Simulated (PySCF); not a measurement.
**Electron correlation in Ga⁺ (gallium, charge +1)**

[Ar] 3d10 4s2, closed-shell 1S. All numbers are calculated (PySCF 2.14, the non-relativistic Hamiltonian (point nucleus), in 6-31G* (5s4p3d, 32 functions)). Frozen: [Ar] 3d10; 2 electrons correlated.

Total MP2 correlation energy: -23.16 mhartree.

Same-spin part 0.00 and opposite-spin part -23.16 mhartree; SCS-MP2 scales them by 1/3 and 6/5 to -27.79 mhartree.

With two correlated electrons CCSD is exact within the correlated space (frozen core and kept virtual orbitals).

```
level  correlation energy (mhartree)
 CCSD                         -34.84
```

Diagnostics: T1 = 0.0044, D1 = 0.0062, largest double amplitude 0.102.

Cost of the coupled-cluster step: 0.07 s of wall time on 1 thread of Neoverse-N1 (shared host), for 2 correlated electrons.
